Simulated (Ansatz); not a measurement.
Z-matrix (Å, degrees):
```
Si
H 1 1.4826
S 1 2.1265 2 110.58
H 3 1.3459 1 93.86 2 49.36
S 1 2.1266 2 110.58 4 -143.16
H 5 1.3459 1 93.88 2 49.22
S 1 2.1267 2 110.57 6 -143.07
H 7 1.3458 1 93.85 2 49.24
```
Charge 0, multiplicity 1.

Computed with frozen-core CCSD(T)/cc-pVTZ // PBE0-D3(BJ)/def2-TZVP in Ansatz (a program for electronic structure).

- HF energy = -1484.01874 Ha
- MP2 correlation energy = -0.65310 Ha

Problem. Estimate the CCSD correlation energy, the (T) correction, the total energy and the T1 diagnostic.

Solution. 
| Quantity | Result |
|---|---|
| CCSD correlation energy | -0.71399 Ha |
| (T) correction | -0.03308 Ha |
| CCSD(T) total energy | -1484.76582 Ha |
| T1 diagnostic | 0.011 |
